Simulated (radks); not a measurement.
Results of a calculation; reference values are marked as such.
Numerical settings for the cadmium ion Cd+, [Kr] 4d10 5s1. Code: a radial shooting solver on a logarithmic mesh with Libxc functionals. Model: scalar-relativistic Kohn-Sham, PBE, spin-polarised, spherical densities, finite nucleus; open shells are filled with parallel spins first (spin-orbit coupling, left out, can overturn this in heavy ions); Fermi nuclear charge, rms radius 4.6087 fm. The defaults (mesh step 0.008 in ln r, mesh end at 40 bohr or more with all orbitals vanishing there, Anderson mixing 0.5 over 9 steps, residual threshold near 1e-9 with the energy settled to 1e-9 hartree or 1e-11 of itself, here a cap of 75 iterations) give E = -5594.1951 hartree and 5s at -13.473 eV in 15 iterations. Run on one thread of a shared host, so times are rough (Arm Neoverse V1): 0.22 s of CPU time, 0.22 s wall, 15 iterations on 2314 mesh points. Changes against that run (0 stands for a change within the tolerance of the run):

| setting | iterations | converged | E (mhartree) | e(5s) (meV) | CPU (s) |
|---|---|---|---|---|---|
| mesh step in ln r 0.03 | 15 | yes | +0.00214 | 0 | 0.07 |
| mesh step in ln r 0.08 | 5 | no | diverged | - | 0.03 |
| mesh step in ln r 0.2 | 4 | no | diverged | - | 0.03 |
| mesh end (bohr) 1 | 15 | level above zero | +1.93e+05 | +1.1e+06 | 0.16 |
| mesh end (bohr) 8 | 15 | yes | +0.226 | +14.8 | 0.2 |
| residual threshold 0.1 | 10 | yes | 0 | +0.238 | 0.17 |
| residual threshold 0.01 | 10 | yes | 0 | +0.238 | 0.17 |
| mixing 2.5 | 25 | yes | 0 | 0 | 0.31 |
| linear mixing, mixing 0.5 | 30 | yes | 0 | 0 | 0.34 |
| linear mixing, mixing 1 | 22 | no | diverged | - | 0.66 |
| mixing history 3 | 20 | yes | 0 | 0 | 0.25 |
| iteration cap 5 | 5 | no | +0.0484 | +165 | 0.09 |

Settled on a wrong energy, with an occupied level pushed above zero by the early mesh end: mesh end (bohr) 1 (+193 hartree). Apart from these: no run marked as converged misses the energy by more than 1 mhartree. A mesh that ends early acts as a hard wall.
